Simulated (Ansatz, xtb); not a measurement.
**Relative energy of two structures of FHLiOSi+**

Structure X is a singlet given by its coordinates and structure Y is a singlet given by its coordinates. Both are isolated ions in the gas phase, relaxed with BLYP-D3(BJ)/def2-SVP.

X (Å):

```tsv
atom	x (Å)	y (Å)	z (Å)
F	0.0431	0.1579	0.5569
Li	0.4583	-3.9347	-0.7538
O	-0.0469	-2.5834	0.2240
Si	-0.4339	-1.2978	1.0160
H	-1.2545	-1.2484	2.2407
```

Close contacts (Å): F1–Si4 1.60, Li2–O3 1.74, O3–Si4 1.56, Si4–H5 1.47.

Y (Å):

```xyz
5

F    -0.7445   -1.0243   -0.2015
Li   -0.4020    0.8198    0.0053
O     1.0136    0.2131   -1.1624
Si    0.5533   -1.4616   -1.2432
H     1.7980    0.5569   -1.6423
```

Close contacts (Å): F1–Li2 1.89, F1–Si4 1.72, Li2–O3 1.93, O3–Si4 1.74, O3–H5 0.98.

Energies in hartree; the thermal terms are from BLYP-D3(BJ)/def2-SVP harmonic frequencies (ideal gas, rigid rotor, one conformer each, 298.15 K, 1 atm) and include the zero-point energy:

```
                                X           Y
E, CCSD(T)/def2-TZVPP  −471.941182  −471.941090
    zero-point energy     0.015947     0.018078
         H(298 K) − E     0.021908     0.023781
         G(298 K) − E    −0.011877    −0.009006
```

Question: Work out ΔE, ΔE₀, ΔH and ΔG for X → Y in kcal/mol (1 Eh = 627.51 kcal/mol) and the equilibrium ratio [Y]/[X].

Answer: 1. ΔE = −471.941090 − (−471.941182) = +0.000092 Eh = +0.06 kcal/mol.
2. ΔE₀ = ΔE + ΔZPE = +0.000092 + (+0.002131) Eh = +1.39 kcal/mol.
3. ΔH = ΔE + (+0.001873) Eh = +1.23 kcal/mol.
4. ΔG = ΔE + (+0.002871) Eh = +1.86 kcal/mol, so ΔS = (ΔH − ΔG)/T = −8.8 J/(mol K).
5. kT = 0.9442 mEh, so K = [Y]/[X] = exp(−ΔG/kT) = exp(−3.14) ≈ 0.043.

Structure X is favoured at this temperature. An error of 1 kcal/mol in ΔG would change K by a factor of 5.4. Mirror images and further conformers aren't counted.

Other levels gave ΔE = −7.7 (BLYP-D3(BJ)/def2-SVP); +2.1 (HF/def2-TZVPP); +3.9 (MP2/def2-TZVPP) kcal/mol. The correlated steps freeze 7 core orbitals; the last core shell of Li is correlated, in a basis made for valence electrons. Programs: Ansatz 0.2.0.
